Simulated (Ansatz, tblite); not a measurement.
Removing and adding an electron: TeO2F2. The state is a singlet with charge 0. Geometry: B3LYP-D4/def2-SVP. Ansatz, gas phase; energy differences of separate SCF runs; the oxidised species was run as a doublet alone; the reduced species was run as a doublet alone.

```xyz
5

Te   -0.0072    0.2238    0.0463
O    -1.5460    1.0395   -0.4286
O     1.4843    0.8781    0.8246
F     0.5639   -0.7964   -1.4662
F    -0.4951   -1.3449    1.0239
```

In the def2 sets Te takes a core potential; there is no spin–orbit coupling. The xTB rows come from tblite.

```json
{"level": "GFN1-xTB", "−HOMO (eV)": "16.81", "vertical IE (eV)": "20.73", "−LUMO (eV)": "12.50", "vertical EA (eV)": "8.67", "HOMO–LUMO gap (eV)": "4.31", "IE − EA (eV)": "12.06", "remarks": "–"}
{"level": "GFN2-xTB", "−HOMO (eV)": "15.01", "vertical IE (eV)": "18.77", "−LUMO (eV)": "10.19", "vertical EA (eV)": "6.50", "HOMO–LUMO gap (eV)": "4.82", "IE − EA (eV)": "12.27", "remarks": "–"}
{"level": "PBE-D4/def2-TZVP", "−HOMO (eV)": "8.63", "vertical IE (eV)": "12.16", "−LUMO (eV)": "5.83", "vertical EA (eV)": "–", "HOMO–LUMO gap (eV)": "2.80", "IE − EA (eV)": "–", "remarks": "–"}
{"level": "PBE-D4/def2-TZVPD", "−HOMO (eV)": "8.69", "vertical IE (eV)": "–", "−LUMO (eV)": "5.92", "vertical EA (eV)": "2.77", "HOMO–LUMO gap (eV)": "2.77", "IE − EA (eV)": "–", "remarks": "HOMO above zero (-1 doublet)"}
{"level": "r2SCAN-D4/def2-TZVP", "−HOMO (eV)": "9.05", "vertical IE (eV)": "12.30", "−LUMO (eV)": "5.72", "vertical EA (eV)": "–", "HOMO–LUMO gap (eV)": "3.33", "IE − EA (eV)": "–", "remarks": "–"}
{"level": "r2SCAN-D4/def2-TZVPD", "−HOMO (eV)": "9.08", "vertical IE (eV)": "–", "−LUMO (eV)": "5.77", "vertical EA (eV)": "2.76", "HOMO–LUMO gap (eV)": "3.31", "IE − EA (eV)": "–", "remarks": "HOMO above zero (-1 doublet)"}
{"level": "PBE0-D4/def2-TZVP", "−HOMO (eV)": "10.38", "vertical IE (eV)": "12.49", "−LUMO (eV)": "4.87", "vertical EA (eV)": "–", "HOMO–LUMO gap (eV)": "5.50", "IE − EA (eV)": "–", "remarks": "spin-contaminated (⟨S²⟩ 0.83) (+1 doublet)"}
{"level": "PBE0-D4/def2-TZVPD", "−HOMO (eV)": "10.41", "vertical IE (eV)": "–", "−LUMO (eV)": "4.95", "vertical EA (eV)": "2.84", "HOMO–LUMO gap (eV)": "5.46", "IE − EA (eV)": "–", "remarks": "–"}
```

   A HOMO above zero means that the electron is unbound at that level or that self-interaction error raises the level; the energy of removing that electron tells which. Raw xTB energy differences between charge states are shifted by several eV; the methods need an empirical correction for them.
